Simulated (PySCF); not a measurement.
B3LYP has the VWN-RPA correlation part, as in Gaussian. 

```xyz
12

N     -2.4674     2.0530     0.4882
C     -2.1745     0.9481     0.3384
Si    -1.6081    -0.7961     0.0659
Si     0.5281    -0.6760    -0.8921
Si     1.9044     0.6729     0.4437
H     -2.6238    -1.4444    -0.7906
H     -1.5870    -1.4398     1.3969
H      0.3927    -0.1206    -2.2608
H      1.0588    -2.0595    -0.9861
H      1.3588     2.0478     0.4817
H      3.2818     0.6977    -0.1026
H      1.9362     0.1169     1.8175
```

Charge 0, multiplicity 1.

Problem. Give the Mulliken and meta-Löwdin atomic charges from B3LYP-D3(BJ)/def2-TZVP (PySCF).

Solution. 
```json
[
 {"atom": "N1", "Mulliken (e)": "-0.01", "meta-Löwdin (e)": "-0.18"},
 {"atom": "C2", "Mulliken (e)": "-0.23", "meta-Löwdin (e)": "-0.14"},
 {"atom": "Si3", "Mulliken (e)": "0.21", "meta-Löwdin (e)": "0.41"},
 {"atom": "Si4", "Mulliken (e)": "0.08", "meta-Löwdin (e)": "0.15"},
 {"atom": "Si5", "Mulliken (e)": "0.12", "meta-Löwdin (e)": "0.26"},
 {"atom": "H6", "Mulliken (e)": "-0.02", "meta-Löwdin (e)": "-0.07"},
 {"atom": "H7", "Mulliken (e)": "-0.02", "meta-Löwdin (e)": "-0.07"},
 {"atom": "H8", "Mulliken (e)": "-0.02", "meta-Löwdin (e)": "-0.07"},
 {"atom": "H9", "Mulliken (e)": "-0.03", "meta-Löwdin (e)": "-0.07"},
 {"atom": "H10", "Mulliken (e)": "-0.01", "meta-Löwdin (e)": "-0.07"},
 {"atom": "H11", "Mulliken (e)": "-0.04", "meta-Löwdin (e)": "-0.08"},
 {"atom": "H12", "Mulliken (e)": "-0.04", "meta-Löwdin (e)": "-0.08"}
]
```
